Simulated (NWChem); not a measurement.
ZnF₂; SMILES [F][Zn][F]

```xyz
3

Zn     0.0000     0.0000    -0.2602
F      1.7317     0.0000    -0.2601
F     -1.7317     0.0000    -0.2601
```
Atoms are numbered in this order, from 1.

Geometry: optimised at PBE0-D3(BJ)/def2-TZVP.

Question: Give the principal values of the shielding tensors (ppm) of Zn1, F2 from B3LYP/def2-SVP, GIAO (NWChem), with their diamagnetic and paramagnetic parts as GIAO splits them.

Answer: 
```tsv
atom	σ11	σ22	σ33	isotropic	diamagnetic	paramagnetic
Zn1	1519.1	1519.1	2524.0	1854.1	2517.3	-663.2
F2	393.4	393.4	490.0	425.6	462.8	-37.2
```
